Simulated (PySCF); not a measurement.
SF6: calculation against experiment

**The experiment to reproduce.**

From NIST CCCBDB Release 22 (SRD 101), experimental polarizabilities, for the gas: mean polarisability 4.49 Å³.

Zheng, Zhang, Jin, Southworth, Cheng, Phys. Chem. Chem. Phys. 2022, 24, 13587 lists, for the gas: S 1s binding energy of S2 2490.1 eV.

How close the calculation comes is told at the end.

SF6.
SMILES with atom numbers: `[F:1][S:2]([F:3])([F:4])([F:5])([F:6])[F:7]`

Cartesian coordinates in Å at the PBE0-D3(BJ)/def2-TZVP level; atoms count from 1:
```
atom  x, y, z in Å
F1    -0.715    1.366    0.355
S2     0.005   -0.004    0.121
F3     1.283    0.752   -0.372
F4    -0.540   -0.039   -1.346
F5     0.550    0.032    1.588
F6     0.725   -1.374   -0.113
F7    -1.273   -0.762    0.615
```

Runs made with PySCF (gas phase, on this PBE0-D3(BJ)/def2-TZVP geometry; non-relativistic but for the core-level run):

```
                                                                          level                                                                                                                            job  basis functions
                                                          CAM-B3LYP/aug-cc-pVTZ                                                             10 singlets by full TDDFT, 4 Tamm–Dancoff triplets, polarisability              326
                                                               PBE0/aug-cc-pVTZ  10 singlets by full TDDFT, 4 Tamm–Dancoff triplets, polarisability, dynamic polarisability, density and orbital grids written              326
                                                            wB97X-D/aug-cc-pVTZ                                                  10 singlets by full TDDFT, 4 Tamm–Dancoff triplets, polarisability, ΔSCF ions              326
delta-SCF UKS SCAN, pcX-3 on the ionised atom, pcseg-2 elsewhere, spin-free X2C                                                                                                  ΔSCF core ionisation, 7 holes              279
```

**Comparison with experiment**

**Mean polarisability.** Measured: 4.49 Å³ (NIST CCCBDB Release 22 (SRD 101), experimental polarizabilities).

```tsv
level	computed (Å³)	computed − measured (Å³)	% (from the printed values)
CAM-B3LYP/aug-cc-pVTZ	4.47	-0.02	0
PBE0/aug-cc-pVTZ	4.45	-0.04	-1
wB97X-D/aug-cc-pVTZ	4.47	-0.02	0
```

All 3 levels lie below the measurement. The computed values are static and purely electronic, with core orbitals frozen in the response (1 au = 0.148185 Å³). The table of measured values doesn't say here whether a value is static or optical, or holds a vibrational part.

**Core binding energies.** Delta-SCF UKS SCAN, pcX-3 on the ionised atom, pcseg-2 elsewhere, spin-free X2C (PySCF).

```
level and atom  computed (eV)  measured (eV)  computed − measured (eV)
      S 1s, S2        2489.28         2490.1                     -0.82
```

Sources, in the order of the opening: Zheng, Zhang, Jin, Southworth, Cheng, Phys. Chem. Chem. Phys. 2022, 24, 13587. The computed values are vertical, without vibrational structure; measured positions hang on the energy calibration. 

No measured geometry was used, and the causes of the misses weren't examined.
